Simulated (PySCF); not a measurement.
Spinor energies of Eu³⁸⁺ (europium, charge +38)

Start: [Ar] 3d7; 3d3/2 filled at m_j = -3/2, -1/2, +1/2, +3/2; 3d5/2 filled at m_j = +1/2, +3/2, +5/2. Calculated with PySCF 2.14 in an uncontracted even-tempered set (16 s from 7.7 bohr⁻², ratio 2.8; 12 p from 10 bohr⁻², ratio 2.8; 8 d from 10 bohr⁻², ratio 2.8; 3 f from 37 bohr⁻², ratio 3): generalised Hartree-Fock with the X2C-1e Hamiltonian and a Gaussian nucleus; one run each with spin-orbit coupling (SO) switched off, then screened by Boettger's factors.

```tsv
spinor shell	electrons	ε, spin-free (eV)	ε, screened SO (eV)	weight of nominal j (screened SO)	rms radius, screened SO (bohr)
1s1/2	2	-50595.0	-50584.8	1.000	0.0254
2s1/2	2	-9908.4	-9904.5	1.000	0.102
2p1/2	2	-9025.3	-9489.0	1.000	0.0878
2p3/2	4	-9025.3	-8823.0	1.000	0.0938
3s1/2	2	-3446.0	-3444.9	1.000	0.257
3p1/2	2	-3162.4	-3274.4	0.998	0.247
3d3/2	4	-2828.3	-2844.9	0.970	0.228
3d5/2	3	-2828.3	-2813.7	0.972	0.231
```

(1) Where does 3p3/2 lie, and what is the 3p spin-orbit splitting (screened SO)?

| quantity | spin-free | screened SO |
| --- | --- | --- |
| E (hartree) | -9839.61830 | -9847.23741 |
| M_J | 9/2 | 9/2 |
| ⟨J²⟩ | 24.750 | 24.751 |
| ⟨L²⟩ | 12.000 | 15.154 |
| ⟨S²⟩ | 3.750 | 2.740 |

Each row is a mean over spinors that exchange with the open shell spreads, by up to 36.104 eV (3p3/2).

Breit and QED terms are absent; they matter most for the inner s and p1/2 levels.

Densities and radii are taken from the X2C orbitals without a picture-change correction, which distorts them close to the nucleus.

Without spin-orbit coupling the j labels of p, d and f shells carry no meaning; the spin-free column gives the mean over the occupied spinors of each nl shell.

Results:

(1) At -3112.7 eV, 161.74 eV above 3p1/2.
